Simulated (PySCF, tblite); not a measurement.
Isomers of C8H18N2. Level: GFN2-xTB in tblite, geometry and Hessian alike; calculated harmonic values, unscaled, isolated species. Against measured fundamentals such values can be off by several per cent, at times by over 20. One conformer each.

Electronic energies: PBE0-D3(BJ)/def2-SVP at its own geometries (PySCF, gas phase).

```
              SMILES  electronic energy, lowest = 0 (kcal/mol)
     C=CN(NCCC)C(C)C                                       0.0
CC[C@H](C)N(NC)C1CC1                                       7.4
    CCC(C)(C)NNC1CC1                                       5.3
```

Q: How do GFN2-xTB zero-point energies change the relative energies?

A: 
```tsv
SMILES	ZPE (kcal/mol)	of it from modes above 1550 cm⁻¹	electronic (kcal/mol)	with ZPE, lowest = 0 (kcal/mol)	lowest mode (cm⁻¹)	rings
C=CN(NCCC)C(C)C	157.1	80.6	0.0	0.0	34	0
CCC(C)(C)NNC1CC1	158.0	78.9	5.3	6.2	44	1
CC[C@H](C)N(NC)C1CC1	157.8	78.0	7.4	8.0	50	1
```

The zero-point energies span 0.9 kcal/mol, from `C=CN(NCCC)C(C)C` to `CCC(C)(C)NNC1CC1`. The order is unchanged.

Q: And how do the electronic energies of GFN2-xTB itself compare?

A: `C=CN(NCCC)C(C)C` 0.0; `CCC(C)(C)NNC1CC1` 5.0; `CC[C@H](C)N(NC)C1CC1` 1.8 kcal/mol, lowest = 0. Against the energies above, taken from the same isomer `C=CN(NCCC)C(C)C`, the largest difference is 5.6 kcal/mol. The two levels were optimised apart and needn't hold the same conformer.

Q: What do entropy and thermal enthalpy add at 298.15 K and 1 bar (rigid rotor, harmonic oscillator, one conformer each)?

A: 
| SMILES | point group | symmetry number | S (cal/(mol K)) | H − H(0) (kcal/mol) | ZPE + H − H(0) − TS (kcal/mol) |
| --- | --- | --- | --- | --- | --- |
| C=CN(NCCC)C(C)C | C1 | 1 | 115.2 | 8.96 | 131.7 |
| CCC(C)(C)NNC1CC1 | C1 | 1 | 110.3 | 8.43 | 133.5 |
| CC[C@H](C)N(NC)C1CC1 | C1 | 1 | 108.7 | 8.41 | 133.8 |
